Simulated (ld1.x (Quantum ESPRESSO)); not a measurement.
**Scattering properties, RRKJ potential for hydrogen (H)**

hydrogen, norm-conserving RRKJ (Kleinman–Bylander form), made with ld1.x (Quantum ESPRESSO) 7.5 (PBE, scalar-relativistic). Core none, reference 1s1. Waves: 1s (bound): rc 0.65 bohr; 2p channel at 0.45 Ry: rc 0.70 bohr. Local part: all-electron potential smoothed inside 0.50 bohr (lloc = -2). Core correction: none.

The phase is arctan(r·u′/u) with u = r·R(r), unwrapped; energies in Ry, scanned from -2 to 5 Ry. A pole is an energy at which the radial function vanishes at the test radius. The pseudo phase is shifted by a multiple of π to meet the all-electron one at the reference energy, and phase errors are pseudo minus all-electron; the curves can meet again beyond the range given. Levels narrower than the energy grid can be missing from the lists of poles.

Task: For each channel, where are the poles, and over which energies does the pseudopotential scatter like the atom?

Result:

```tsv
channel	radius (bohr)	reference energy (Ry)	poles, all-electron	poles, pseudo	unbroken range about the reference energy with phases within 0.05 rad	phase error 1 Ry above the reference energy (rad)
s	0.80	-0.48	none	none	the whole range	+0.000
p	0.80	0.45	none	none	the whole range	+0.000
```

Phases in the s channel:

| E (Ry) | all-electron | pseudo |
| --- | --- | --- |
| -2.00 | 0.592 | 0.592 |
| -1.76 | 0.545 | 0.545 |
| -1.52 | 0.493 | 0.493 |
| -1.28 | 0.436 | 0.436 |
| -1.04 | 0.375 | 0.375 |
| -0.80 | 0.307 | 0.307 |
| -0.56 | 0.235 | 0.235 |
| -0.32 | 0.157 | 0.157 |
| -0.08 | 0.074 | 0.074 |
| 0.16 | -0.013 | -0.013 |
| 0.40 | -0.104 | -0.104 |
| 0.64 | -0.196 | -0.196 |
| 0.88 | -0.289 | -0.289 |
| 1.12 | -0.381 | -0.381 |
| 1.36 | -0.470 | -0.470 |
| 1.60 | -0.556 | -0.556 |
| 1.84 | -0.637 | -0.637 |
| 2.08 | -0.713 | -0.713 |
| 2.32 | -0.784 | -0.784 |
| 2.56 | -0.849 | -0.849 |
| 2.80 | -0.909 | -0.909 |
| 3.04 | -0.964 | -0.964 |
| 3.28 | -1.014 | -1.014 |
| 3.52 | -1.060 | -1.060 |
| 3.76 | -1.103 | -1.102 |
| 4.00 | -1.141 | -1.141 |
| 4.24 | -1.177 | -1.176 |
| 4.48 | -1.209 | -1.209 |
| 4.72 | -1.239 | -1.239 |
| 4.96 | -1.267 | -1.267 |
